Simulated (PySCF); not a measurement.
Vertical excitations of a molecule C4H6O2Si from TDDFT-PBE0/def2-SVPD (PySCF 2.14.0), as energy in eV (oscillator strength): 5.41 (0.236), 5.52 (0.001), 6.11 (0.000), 6.30 (0.071), 6.41 (0.001), 6.60 (0.000), 6.70 (0.011), 6.80 (0.000), 7.05 (0.163), 7.44 (0.008). Lowest triplet (TDA): 3.59 eV. The structure is a stationary point at r2SCAN-D4/def2-SVP. The values are those of a single conformer.

Which structure fits?
A. Oc1ccoc1[SiH3]
B. O=C1C=C([SiH3])OC1
C. O=C1CC(=O)C1[SiH3]
D. C#C[C@@H]1C[Si@H](O)O1

A, Oc1ccoc1[SiH3]
